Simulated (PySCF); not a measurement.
UHF on Zr (zirconium, neutral)

Configuration: [Kr] 4d4, high-spin 5D determinant (an excited configuration). Calculation: PySCF 2.14, in aug-cc-pVDZ-PP with ECP28MDF (5s5p4d2f, 54 functions); scalar relativity through the core potential.

```
Total energy                                                  : -46.212454 hartree
One-electron energy                                           : -79.0311 hartree
Hartree (Coulomb) energy                                      : 38.3608 hartree
Exchange energy                                               : -5.5422 hartree
⟨S²⟩                                                          : 6.0047
⟨L²⟩                                                          : 6.027
Sum of ⟨r⟩                                                    : 21.49 bohr
Sum of ⟨r²⟩                                                   : 52.12 bohr²
Traceless quadrupole moment −½Σ⟨3z² − r²⟩ along its main axis : -2.71 e·bohr²
```

| shell | electrons | mean orbital energy (hartree) | spread (hartree) | rms radius, mean of both spins (bohr) |
| --- | --- | --- | --- | --- |
| 4s α | 1 | -2.38226 | 0 | 1.32 |
| 4s β | 1 | -2.27186 | 0 | 1.32 |
| 4p α | 3 | -1.42111 | 0.01698 | 1.50 |
| 4p β | 3 | -1.25905 | 0.03314 | 1.50 |
| 4d α | 4 | -0.17481 | 0.03635 | 2.96 |

Energies and moments cover only the electrons outside the core potential.
